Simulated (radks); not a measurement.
Coulomb parameter of the 5d shell of the platinum ion Pt3+ in the model configuration [Xe] 4f14 5d6 6s1, as a second difference U = [E(n + 0.5) + E(n - 0.5) - 2 E(n)] / (0.5)^2 with all orbitals relaxed. "Bare": the charge of the atom changes with n. "Screened": the 6s shell takes up the change at fixed total charge, which measures U(5d,5d) + U(6s,6s) - 2 U(5d,6s). Calculated with a radial shooting solver on a logarithmic mesh with Libxc functionals: scalar-relativistic Kohn-Sham, LDA (Slater exchange, Perdew-Wang correlation), spin-unpolarised, spherical densities, finite nucleus; Fermi nuclear charge, rms radius 5.427 fm.

case                   configuration  E - E(n) (eV)
start              [Xe] 4f14 5d6 6s1          0.000
bare +0.5        [Xe] 4f14 5d6.5 6s1        -19.249
bare -0.5        [Xe] 4f14 5d5.5 6s1         22.676
screened +0.5  [Xe] 4f14 5d6.5 6s0.5         -3.629
screened -0.5  [Xe] 4f14 5d5.5 6s1.5          3.967

U(bare) = 13.708 eV, U(screened by 6s) = 1.352 eV, against the Slater integral F0(5d,5d) = 16.844 eV with frozen orbitals.
